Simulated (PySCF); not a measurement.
**Löwdin shares of the frontier orbitals**

Species: CH₁₀OSSi₄.
Numbering: `[OH:1][SiH2:2][Si@:3]1([SiH3:4])[SiH2:5][CH2:6][S:7]1` (hydrogens: H8 on O1; H9, H10 on Si2; H11, H12, H13 on Si4; H14, H15 on Si5; H16, H17 on C6)

Computed with PySCF 2.14.0, density-fitted response routines, TDDFT CAM-B3LYP/def2-SVPD, vertical, gas phase, core orbitals frozen in the response. The structure is a single GFN2-xTB conformer in the gas phase; no vibrational or solvent corrections. Torsions of this conformer, `[OH:1][SiH2:2][Si@:3]1([SiH3:4])[SiH2:5][CH2:6][S:7]1`: O1–Si2–Si3–Si4 50°, H–O1–Si2–Si3 180°.

Frontier orbitals with the atoms that hold most of them (Löwdin shares over 4%, at most four atoms; ? is withheld):

| orbital | ε (eV) | atoms |
| --- | --- | --- |
| HOMO-3 | -9.84 | Si3 28%, Si4 16%, Si2 16%, S7 13% |
| HOMO-2 | -8.94 | Si3 29%, Si5 24%, C6 10%, Si2 8% |
| HOMO-1 | -8.93 | S7 48%, C6 14%, Si3 13%, Si5 10% |
| HOMO | ? | ? |
| LUMO | -0.23 | ? |
| LUMO+1 | 0.09 | Si5 22%, Si3 20%, S7 14%, Si2 8% |
| LUMO+2 | 0.57 | Si3 18%, S7 16%, Si4 14%, Si2 12% |

Problem. Which atoms hold the LUMO, and with what shares?

Solution. Si3 (bonded to S and 3 Si) 23%; Si2 (bonded to O, Si and 2 H) 20%; O1 (bonded to Si and H) 9%; S7 (bonded to C and Si) 8%. By element: silicon 43% or more, oxygen 9%, sulfur 8%.

Problem. Give the leading atoms of the HOMO.

Solution. S7 (bonded to C and Si) 61%; Si3 (bonded to S and 3 Si) 10%; C6 (bonded to S, Si and 2 H) 9%; Si4 (bonded to Si and 3 H) 6%. By element: sulfur 61%, silicon 16% or more, carbon 9%.

Problem. What is the HOMO energy, and the HOMO–LUMO gap?

Solution. ε(HOMO) = -7.67 eV; the gap is 7.44 eV (0.2733 hartree).

Problem. How does S1 compare with the orbital gap of 7.44 eV?

Solution. S1 is at 4.42 eV (f = 0.0003), 3.02 eV below the gap, made of HOMO→LUMO (87%). Without the coupling terms of the response equations the lowest excitation would equal the gap.

Problem. Give energy, strength and leading configuration of S1 and S2, and follow the Löwdin shares of the leading atoms from the occupied to the empty orbital.

Solution. 
- S1 (4.42 eV, f 0.0003), HOMO→LUMO (87%): S7 61% → 8%, Si3 10% → 23%, Si2 at most 7% → 20%
- S2 (4.60 eV, f 0.0001), HOMO→LUMO+1 (86%): S7 61% → 14%, Si3 10% → 20%, Si5 at most 7% → 22%

Löwdin shares depend on the basis, the more so with diffuse functions.
